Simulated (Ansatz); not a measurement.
The cluster BaSe₂⁻ was relaxed with PBE-D4 (def2-TZVPD) in Ansatz in these states: charge -1 doublet, charge -1 quartet. The geometries follow in no particular order.

In the def2 sets Ba takes a core potential; there is no spin–orbit coupling.

A:

Cartesian coordinates in Å:
```
Ba 0.002 0.003 -0.001
Se -1.972 0.778 -1.910
Se 1.970 -0.781 1.910
```

B:

```xyz
3

Ba    0.302   -0.159    0.084
Se   -0.709    0.513    2.789
Se    0.406   -0.355   -2.873
```

Q: Judge from the bond lengths which geometry belongs to which state (an estimate).

A: A is the charge -1 doublet (Ba1–Se3 2.853 Å, Ba1–Se2 2.853 Å); B is the charge -1 quartet (Ba1–Se3 2.965 Å, Ba1–Se2 2.965 Å).

At PBE-D4/def2-TZVPD the highest occupied level of the charge -1 quartet lies above zero (up to 0.63 eV). It is a level of α spin, whose loss leaves a triplet; that state wasn't run at this geometry and level. The electron is either unbound and held by the finite basis, or the level is raised by self-interaction error. At PBE-D4/def2-TZVPD the gap within one spin of the charge -1 quartet nearly closes, so an electron or hole may be smeared out by delocalisation error. At PBE0-D4/def2-TZVPD a doublet lies 1.78 eV below the charge -1 quartet. These are the stationary points nearest to one start from a short search; other shapes may lie lower in each state.
